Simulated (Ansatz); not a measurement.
Consider the formal exchange of groups at a B–O bond: `NBOCF` + `C/C=C\F` → `C/C(BN)=C\F` + `OCF`.

Isolated molecules relaxed with PBE0-D4/def2-TZVP in Ansatz; ΔE leaves out vibrations. CCSD(T)/CBS adds triple-zeta CCSD(T) − MP2 to the extrapolated MP2 energy (def2 sets, frozen cores). Double bonds are as drawn, so ΔE can hold a change between cis and trans. DFT in def2-TZVPP. B3LYP here is the variant with VWN-RPA as its local correlation; programs differ in this. Each species was taken in one conformer, which may not be the lowest.

`NBOCF`:

Z-matrix (Å, degrees):
```
C
F 1 1.375
O 1 1.372 2 109.9
H 1 1.092 2 107.4 3 -118.2
H 1 1.096 2 107.1 3 121.7
B 3 1.378 1 120.1 2 88.8
N 6 1.391 3 118.4 1 -174.2
H 6 1.199 3 120.4 1 7.0
H 7 1.003 6 122.6 3 -178.9
H 7 1.006 6 122.7 3 2.2
```

`C/C=C\F`:

Z-matrix (Å, degrees):
```
C
C 1 1.489
H 1 1.094 2 110.9
H 1 1.094 2 110.9 3 118.6
H 1 1.090 2 111.5 3 -120.7
C 2 1.320 1 125.7 3 120.9
H 2 1.085 1 118.7 3 -59.1
F 6 1.342 2 122.5 1 -0.0
H 6 1.083 2 125.4 1 180.0
```

`C/C(BN)=C\F`:

Cartesian coordinates in Å:
```
C -0.925 -1.075 0.397
C 0.354 -0.314 0.218
B 0.412 1.068 -0.478
N -0.740 1.673 -0.977
C 1.519 -0.786 0.651
F 1.652 -1.963 1.274
H -1.635 -0.502 1.001
H -0.771 -2.037 0.885
H -1.403 -1.262 -0.570
H 1.455 1.647 -0.602
H -0.734 2.568 -1.432
H -1.655 1.259 -0.916
H 2.471 -0.277 0.549
```

`OCF`:

Z-matrix (Å, degrees):
```
C
F 1 1.381
O 1 1.370 2 111.1
H 1 1.091 2 107.8 3 -117.4
H 1 1.096 2 106.3 3 123.2
H 3 0.962 1 109.3 2 70.7
```

```
             level  ΔE (kJ/mol)  difference from CCSD(T)/CBS
            PBE-D4         76.2                         -7.4
         r2SCAN-D4         83.1                         -0.5
           PBE0-D4         79.9                         -3.7
          B3LYP-D4         86.7                          3.1
           ωB97X-V         86.3                          2.7
           ωB97M-V         86.0                          2.4
            B2PLYP         88.9                          5.3
               PBE         79.3                         -4.3
            r2SCAN         84.0                          0.4
              PBE0         82.6                         -1.0
             B3LYP         91.6                          8.0
     HF/def2-TZVPP        103.6                         20.0
    MP2/def2-TZVPP         81.7                         -1.9
SCS-MP2/def2-TZVPP         86.1                          2.5
   CCSD/def2-TZVPP         87.9                          4.3
CCSD(T)/def2-TZVPP         84.6                          1.0
     HF/def2-QZVPP        104.1                         20.5
    MP2/def2-QZVPP         81.3                         -2.3
SCS-MP2/def2-QZVPP         85.8                          2.2
      HF/CBS(def2)        104.1                         20.5
     MP2/CBS(def2)         80.7                         -2.9
    CCSD/CBS(def2)         86.9                          3.3
       CCSD(T)/CBS         83.6                            0
```

Largest T1 diagnostic among the species: 0.012.

In def2-TZVPP, CCSD(T) changes the Hartree–Fock value by −19.0 kJ/mol (the triples alone add −3.3 kJ/mol) and MP2 by −21.9 kJ/mol. From PBE to PBE0 (25 % exact exchange), in def2-TZVPP and without D4, ΔE moves by +3.3 kJ/mol. The D4 term adds −4.9 kJ/mol with B3LYP and −2.7 kJ/mol with PBE0; it sums over pairs of atoms, weighted by their polarisabilities, and B3LYP, whose exchange is more repulsive, gets the larger term.
